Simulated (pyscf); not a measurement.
GeH₂ (SMILES [GeH2]) [singlet] + Cl–SiH₂–Cl (SMILES Cl[SiH2]Cl) → Cl–SiH(Cl)–GeH₃ (SMILES Cl[SiH](Cl)[GeH3]), an insertion (singlet surface; H–Si broken, Ge–Si, Ge–H formed). PySCF, gas phase, ωB97X-D3(BJ)/def2-SVP geometries. Energies in kcal/mol from the separated reactants.

Small-basis levels: PySCF, no dispersion term, spherical d functions. AM1 to PM7: differences of heats of formation from MOPAC. GFN2-xTB: tblite. Cost: rough CPU time at the saddle relative to B3LYP/6-31G*+LANL2DZ, from one job on a shared machine.

| level | barrier | reaction energy | cost |
|---|---|---|---|
| HF/STO-3G | 12.8 | -85.9 | 0.09 |
| HF/6-31G*+LANL2DZ | … | -31.5 | 0.1 |
| MP2/6-31G*+LANL2DZ | 7.6 | -40.0 | 0.2 |
| SVWN5/6-31G*+LANL2DZ | -14.9 | -51.2 | 1 |
| BP86/6-31G*+LANL2DZ | … | -42.2 | 2 |
| PBE/6-31G*+LANL2DZ | -5.9 | -44.9 | 2 |
| B3LYP/STO-3G | -16.3 | -96.1 | 0.9 |
| B3LYP/6-31G*+LANL2DZ | 5.2 | -38.5 | 1 |
| B3LYP/6-311+G**+LANL2DZ | 2.9 | -39.0 | 2 |
| B3LYP/def2-SVP | 0.1 | -38.7 | 2 |
| GFN2-xTB | 20.2 | -12.1 | under 0.02 |
| PM6 | 192.5 | +154.9 | under 0.02 |
| ωB97M-D3(BJ)/def2-TZVP | … | -40.2 | – |

Q: Complete the blanks.

A: 
- HF/6-31G*+LANL2DZ, barrier: 22.5
- BP86/6-31G*+LANL2DZ, barrier: -2.5
- ωB97M-D3(BJ)/def2-TZVP, barrier: -2.2

Against the last row the barrier runs from -14.0 (B3LYP/STO-3G) to +194.7 kcal/mol (PM6). ωB97M-D3(BJ)/def2-TZVP has limits of its own. On the reactant side the descent ends in an adduct with a Ge–Si contact, 9.9 kcal/mol under the separated species and 1.7 kcal/mol under the saddle at ωB97X-D3(BJ)/def2-TZVP. At ωB97M-D3(BJ) the saddle lies under the separated reactants, which points to a path from their complex (located at ωB97X-D3(BJ) alone). What is counted as formed (Ge–Si) is already present as a longer contact in the reactant adduct; forming that adduct is a step of its own. At ωB97X-D3(BJ) the barrier from the zero used here is -8.2 kcal/mol. This is the saddle that the search found; another between the same sides may lie lower. In the def2 sets elements up to Kr have no core potential.
